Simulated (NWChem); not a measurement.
System: C₄H₅Cl; SMILES CC=C=CCl

Task: Give the equilibrium geometry at PBE-D3(BJ)/def2-SVP (NWChem) as a list of bonds and angles, with the point group.

Result: point group C1; any orientation.
Bonds (Å): C1–C2 1.506, C1–H6 1.106, C1–H7 1.111, C1–H8 1.111, C2–C3 1.321, C2–H9 1.109, C3–C4 1.316, C4–Cl5 1.757, C4–H10 1.102. Angles (°): C2–C1–H6 111.8, C2–C1–H7 110.5, C2–C1–H8 110.6, H6–C1–H7 108.6, H6–C1–H8 108.6, H7–C1–H8 106.6, C1–C2–C3 125.7, C1–C2–H9 116.6, C3–C2–H9 117.7, C2–C3–C4 179.4, C3–C4–Cl5 123.4, C3–C4–H10 123.6, Cl5–C4–H10 113.0.
